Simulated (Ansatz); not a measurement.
A CCSD(T) single point on CH₅FSeSi (`C[SiH](F)[SeH]`).

```yaml
crystal:
  periodic: [false, false, false]
  atoms:
    - {symbol: C, position_ang: [0.022030, 0.604538, -1.003141]}
    - {symbol: Si, position_ang: [0.411300, -0.676643, 0.275969]}
    - {symbol: F, position_ang: [1.817020, -0.289748, 0.939320]}
    - {symbol: Se, position_ang: [-1.205530, -0.851333, 1.856059]}
    - {symbol: H, position_ang: [-0.903314, 0.352058, -1.524766]}
    - {symbol: H, position_ang: [-0.098985, 1.587936, -0.543223]}
    - {symbol: H, position_ang: [0.832299, 0.665769, -1.734165]}
    - {symbol: H, position_ang: [0.547806, -2.045014, -0.275270]}
    - {symbol: H, position_ang: [-1.334127, 0.606136, 1.992217]}
basis:
  gaussian: {orbitals: def2-TZVPP}
correlation: {method: ccsd_t}
output: {orbitals: {seedname: orbitals}}
```

```sh
$ ansatz run in.yaml --threads 4 --pin off --events-out ev --progress --plain
```

The program prints (abridged):

```
Functional definition: HF
1338 factors; integrals over basis functions are off by at most 9.4e-4 eV
mean field evaluation 1: about -76982.8019 eV, gradient 3.5e1 eV
mean field evaluation 2: about -76983.0179 eV, gradient 3.5e1 eV
mean field evaluation 4: about -76985.8328 eV, gradient 3.5e0 eV
mean field evaluation 8: about -76985.8878 eV, gradient 2.4e-1 eV
mean field evaluation 16: about -76985.8881 eV, gradient 1.9e-6 eV
mean field -76985.88811874 eV, -2829.1792054544 hartree, gradient 1.9e-6 eV, S^2 0.000000; 0 other end points of the search recorded, 0 dependent functions left out
16 core orbitals not correlated: weight in the atoms' cores, before any rotation towards them, 1.000 or more for the frozen orbitals, at most 0.000 for the correlated occupied ones
reference -76985.88811874 eV, -2829.1792054544 hartree; 18, 18 occupied and 188, 188 virtual orbitals, 1338 factors
second order -22.44121365 eV of doubles, -0.00000000 eV of singles
cycle   1  -22.71224121 eV  change   -2.7e-1 eV  update   9.6e-2
cycle   2  -23.23387885 eV  change   -5.2e-1 eV  update   2.8e-2
cycle   3  -23.32998048 eV  change   -9.6e-2 eV  update   1.4e-2
cycle   4  -23.31887853 eV  change    1.1e-2 eV  update   3.0e-3
cycle   5  -23.31765834 eV  change    1.2e-3 eV  update   1.2e-3
cycle   6  -23.31791980 eV  change   -2.6e-4 eV  update   3.8e-4
cycle   7  -23.31764912 eV  change    2.7e-4 eV  update   1.4e-4
cycle   8  -23.31762220 eV  change    2.7e-5 eV  update   4.4e-5
perturbative correction -0.80314960 eV, -0.0295152032 hartree
Total energy: -77010.00889053 eV, -2830.0656274682 hartree
```

Hardware: 4 threads of a server CPU on a shared host. Wall time 3.1 min, peak host memory 3.5 GiB.

The correlation energy is -24.121 eV, 3.3 % of it from (T); the T1 diagnostic reads 0.0100.
